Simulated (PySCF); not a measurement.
SMILES CC(F)F (PBE0/def2-SVP optimised geometry):

```
8

C      0.247     0.477     0.000
C     -0.244    -0.242     1.222
F      0.217    -1.515     1.232
F      0.218     0.369     2.338
H      1.346     0.477     0.000
H     -0.111    -0.025    -0.908
H     -0.111     1.515     0.000
H     -1.346    -0.283     1.291
```

Method: PySCF 2.14.0 with PBE0/def2-TZVP.

What are the frontier orbital energies and the dipole moment?

HOMO-2 -11.18 eV, HOMO-1 -11.07 eV, HOMO -9.60 eV, LUMO 1.48 eV, LUMO+1 2.24 eV; dipole moment 2.13 D.

Meta-Löwdin charges at PBE0/def2-TZVP: C1 -0.37, C2 0.47, F3 -0.30, F4 -0.30, H5 0.13, H6 0.13, H7 0.13, H8 0.11.
